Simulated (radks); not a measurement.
Task: Species: Fe7+. Configuration: [Ar] 3d1. All-electron calculation, scalar-relativistic Kohn-Sham, LDA (Slater exchange, Perdew-Wang correlation), spin-polarised, spherical densities, finite nucleus; open shells are filled with parallel spins first; Fermi nuclear charge, rms radius 3.7377 fm. Program: a radial shooting solver on a logarithmic mesh with Libxc functionals. Some entries of the table are withheld. Estimate them.

orbital  occ.  eigenvalue (eV)  <r> (bohr)  <1/r> (bohr^-1)
1s up       1        -7129.865     0.05857            25.93
1s down     1        -7129.858     0.05856            25.93
2s up       1        -968.9391      0.2673            5.548
2s down     1        -968.0456      0.2672            5.552
2p up       3              (1)      0.2357            5.448
2p down     3              (2)      0.2355            5.452
3s up       1              (3)      0.7606            1.872
3s down     1              (4)      0.7618            1.868
3p up       3        -193.0424      0.7762            1.770
3p down     3        -191.4598      0.7779            1.765
3d up       1        -137.9179         (5)            1.573
3d down     0        -136.2804         (6)            1.568

Result: 
(1) 2p up eigenvalue (eV): -848.7220
(2) 2p down eigenvalue (eV): -848.0320
(3) 3s up eigenvalue (eV): -228.0742
(4) 3s down eigenvalue (eV): -226.4664
(5) 3d up <r> (bohr): 0.7801
(6) 3d down <r> (bohr): 0.7834
